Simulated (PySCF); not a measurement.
C2H7B.

```xyz
10

B     -0.7552     0.9954     0.7413
H     -0.9086     1.3686     1.8705
H     -1.3710     1.5462    -0.1291
C      0.2242    -0.1703     0.4470
C      0.3866    -0.6269    -0.9960
H     -0.0753    -1.0078     1.0970
H      1.1940     0.1236     0.8805
H      0.7353     0.1919    -1.6298
H     -0.5656    -0.9686    -1.4089
H      1.1020    -1.4475    -1.0924
```

Geometry: PBE0-D3(BJ)/def2-TZVP. A frequency run showed that this geometry is not a minimum.

The numbers are results of PBE0/pcSseg-1 in PySCF, not measurements. Non-relativistic, no solvent.

Computed absolute GIAO shielding of each atom: isotropic value and principal components (ppm):
```json
[
 {"atom": "B1", "σ(iso)": "7.8", "σ11": "-72.9", "σ22": "-25.9", "σ33": "122.3", "span": "195.2"},
 {"atom": "H2", "σ(iso)": "23.6", "σ11": "16.5", "σ22": "26.6", "σ33": "27.5", "span": "11.0"},
 {"atom": "H3", "σ(iso)": "23.6", "σ11": "15.8", "σ22": "27.5", "σ33": "27.5", "span": "11.7"},
 {"atom": "C4", "σ(iso)": "157.2", "σ11": "121.5", "σ22": "165.3", "σ33": "184.9", "span": "63.4"},
 {"atom": "C5", "σ(iso)": "172.5", "σ11": "158.9", "σ22": "172.6", "σ33": "186.0", "span": "27.1"},
 {"atom": "H6", "σ(iso)": "29.8", "σ11": "24.7", "σ22": "29.1", "σ33": "35.5", "span": "10.8"},
 {"atom": "H7", "σ(iso)": "29.8", "σ11": "24.7", "σ22": "29.2", "σ33": "35.6", "span": "10.9"},
 {"atom": "H8", "σ(iso)": "30.2", "σ11": "26.8", "σ22": "27.8", "σ33": "36.1", "span": "9.2"},
 {"atom": "H9", "σ(iso)": "30.2", "σ11": "26.8", "σ22": "27.8", "σ33": "36.1", "span": "9.2"},
 {"atom": "H10", "σ(iso)": "30.4", "σ11": "25.5", "σ22": "28.8", "σ33": "36.8", "span": "11.3"}
]
```
